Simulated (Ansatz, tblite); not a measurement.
Bond stretch in Ge(OMe)4, C4H12GeO4, SMILES C[O][Ge]([O]C)([O]C)[O]C, singlet. The O1–C18 bond (O1 also carries Ge; C18 carries H, H, H) is pulled apart rigidly from the PBE0/def2-SVP optimised geometry.

Levels of theory: GFN2-xTB, 300 K electronic temperature (tblite); UKS-PBE0 = Ansatz (a program for electronic structure) with unrestricted PBE0/def2-SVP.

Energies relative to the lowest point of each curve near equilibrium, in eV; the last columns give the difference from UKS-PBE0:

```
R / Å  GFN2-xTB  UKS-PBE0  GFN2-xTB − UKS-PBE0
-----  --------  --------  -------------------
1.15      1.917     2.111               -0.194
1.22      0.893     0.959               -0.066
1.33      0.138     0.131                0.007
1.38      0.021     0.015                0.006
1.41      0.000     0.000                0.000
1.44      0.008     0.018               -0.009
1.50      0.098     0.132               -0.034
1.58      0.328     0.398               -0.070
1.71      0.869     0.985               -0.116
1.87      1.659     1.798               -0.139
2.06      2.600     2.734               -0.135
2.32      3.686     3.743               -0.058
2.60      4.511     4.254                0.257
2.98      5.144     4.540                0.604
3.45      5.469     4.659                0.810
4.05      5.594     4.700                0.894
```

GFN2-xTB is furthest from UKS-PBE0 at 4.05 (0.894 eV, above); its mean absolute difference over the points is 0.212 eV.

The unrestricted determinant behind UKS-PBE0 is spin-contaminated at 2.32 to 4.05 Å (<S²> up to 1.0, against 0.00 for a pure singlet).
